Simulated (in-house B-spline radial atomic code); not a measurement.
Results of a calculation; reference values are marked as such.
**Making a Troullier-Martins d channel for I, r_c = 0.58 bohr**

I, [Kr] 4d10 5s2 5p5, non-relativistic LDA (VWN5), spherical and spin-unpolarised, from an all-electron radial atomic-structure program (B-spline basis) (atomic units). The all-electron 4d level is ε = -1.938179 hartree, its outermost node lies just inside 0.36 bohr and its outer maximum at 0.77 bohr.

Inside r_c the pseudo-orbital is u(r) = r^3 exp(p(r)), with p = c0 + c2 r² + c4 r⁴ + … + c12 r¹². The seven coefficients follow from p and its first four derivatives at r_c, from zero curvature of the screened potential at the origin, c4 = −c2²/(2l + 5), and from the norm inside r_c. At r_c the all-electron orbital has P = 0.9424013, P' = 2.385802, the screened potential V = -19.43075, V' = 68.01828, V'' = -311.8367, and the norm inside is Q = 0.1424576.

(1) What are p, p' and p'' at r_c?

For a trial c2 the five matching conditions are linear in c0, c6, c8, c10 and c12, and c2 is varied until the norm inside r_c equals Q. The root nearest zero gives:

```tsv
n	c_n
0	5.008767
2	-25.17319
4	-70.40995
6	1391.245
8	-5817.609
10	10327.42
12	-6865.359
```

(2) Check c4 and p(r_c), and find the screened pseudopotential at the origin.

Orbitals and screened potentials:

| r (bohr) | P | u | V all-electron | V pseudo |
| --- | --- | --- | --- | --- |
| 0.058 | -0.146 | 0.02682 | -702.1 | -177.5 |
| 0.145 | -0.574 | 0.2637 | -206.9 | -157.6 |
| 0.232 | -0.5578 | 0.4674 | -100.5 | -92.99 |
| 0.319 | -0.1843 | 0.4665 | -59.09 | -24.79 |
| 0.406 | 0.2779 | 0.4952 | -38.55 | 4.348 |
| 0.493 | 0.6715 | 0.6887 | -26.79 | -7.121 |
| 0.58 | 0.9424 | 0.9424 | -19.43 | -19.43 |

Logarithmic derivatives P'/P at R = 0.88 bohr, for energies E around ε:

```json
{"E − ε (hartree)": "-0.5", "all-electron": "-0.192037", "pseudo": "-0.1942"}
{"E − ε (hartree)": "-0.25", "all-electron": "-0.382344", "pseudo": "-0.382937"}
{"E − ε (hartree)": "-0.1", "all-electron": "-0.501273", "pseudo": "-0.501374"}
{"E − ε (hartree)": "0", "all-electron": "-0.582667", "pseudo": "-0.582668"}
{"E − ε (hartree)": "0.1", "all-electron": "-0.665826", "pseudo": "-0.665935"}
{"E − ε (hartree)": "0.25", "all-electron": "-0.794034", "pseudo": "-0.794755"}
{"E − ε (hartree)": "0.5", "all-electron": "-1.01762", "pseudo": "-1.02081"}
```

(3) With P(R) = 1.111095 and a norm of 0.5077935 inside R, what slope in energy does norm conservation fix?

## Answers

(1) p = ln(P/r_c^3) = ln(0.9424013/0.195112) = 1.57486. p' = P'/P − 3/r_c = 2.53162 − 5.17241 = -2.64079. The radial equation gives p'' = 2(V − ε) − 2(3) p'/r_c − p'² = -34.98514 − (-27.31856) − 6.97379 = -14.64038. Differentiating, p''' = 2V' + 2(3)p'/r_c² − 2(3)p''/r_c − 2p'p'' = 163.06, and p'''' = 2V'' − 4(3)p'/r_c³ + 4(3)p''/r_c² − 2(3)p'''/r_c − 2p''² − 2p'p''' = -2237.8.

(2) −c2²/9 = -70.4099, as listed. The terms c_n r_c^n are 5.00877, -8.46826, -7.96794, 52.96289, -74.50209, 44.49094, -9.94945, which sum to 1.57486. Inverting the radial equation, V_l(r) = ε + 3 p'/r + (p'' + p'²)/2, so V_l(0) = ε + (2l + 3) c2 = -1.938179 + 7 × (-25.1732) = -178.1505 hartree, finite where the all-electron potential diverges.

(3) d(P'/P)/dE = −2 × (norm inside R)/P(R)² = -0.8226 per hartree·bohr at E = ε, for both atoms, since orbital and norm agree at R. Differences over ±0.1 hartree give -0.8228 (all-electron) and -0.8228 (pseudo), which also hold third-order terms. Half a hartree below ε the two curves differ by -0.0022.
